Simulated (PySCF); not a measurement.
Core-level binding energies of Ge(OH)Me3

Species: Ge(OH)Me3, C3H10GeO.
Cartesian coordinates in Å at the PBE0-D3(BJ)/def2-SVP level; atoms count from 1:
```
atom  x, y, z in Å
Ge1   -0.0214    0.0329    0.2744
O2    -0.0225    0.0950    2.0687
H3     0.4267   -0.6567    2.4673
C4     1.8232    0.0201   -0.3646
H5     1.8524    0.1034   -1.4618
H6     2.3365   -0.9102   -0.0785
H7     2.3775    0.8688    0.0626
C8    -0.9509    1.6555   -0.2447
H9    -1.0702    1.7010   -1.3374
H10   -0.3872    2.5408    0.0833
H11   -1.9475    1.6869    0.2186
C12   -0.9703   -1.5663   -0.3202
H13   -1.9863   -1.5879    0.1005
H14   -0.4438   -2.4801   -0.0060
H15   -1.0489   -1.5792   -1.4183
```

Method used: delta-SCF UKS SCAN, pcX-2 on the ionised atom, pcseg-1 elsewhere, spin-free X2C (PySCF 2.14.0). Each binding energy is the total energy of the core-ionised species, with the hole localised on one atom, minus that of the ground state; both are solved self-consistently, so orbital relaxation is included.

Question: What binding energy does each computed site have?

Answer: 
```csv
atom(s),bonded to,level,binding energy (eV),count
C4/C8/C12,3 H and Ge,C 1s,290.04,3
O2,H and Ge,O 1s,537.35,1
```

Question: Express the binding energy of O 1s of O2 (atom 2) in atomic units and per mole.

Answer: 537.35 eV = 19.7472 Eh = 51846 kJ/mol.

One atom of each set of topologically equivalent atoms was ionised and stands for the set; in this conformer not all members are related by symmetry, and their own values weren't computed. No level of germanium is listed. Geometry: PBE0-D3(BJ)/def2-SVP; no solvent, vibrations or thermal averaging.

Hardware: one thread, Arm Neoverse V1 (aarch64), shared host with 32 logical CPUs at a one-minute load of 9.5. Cost: 17 s, 0.51 GiB resident at most.
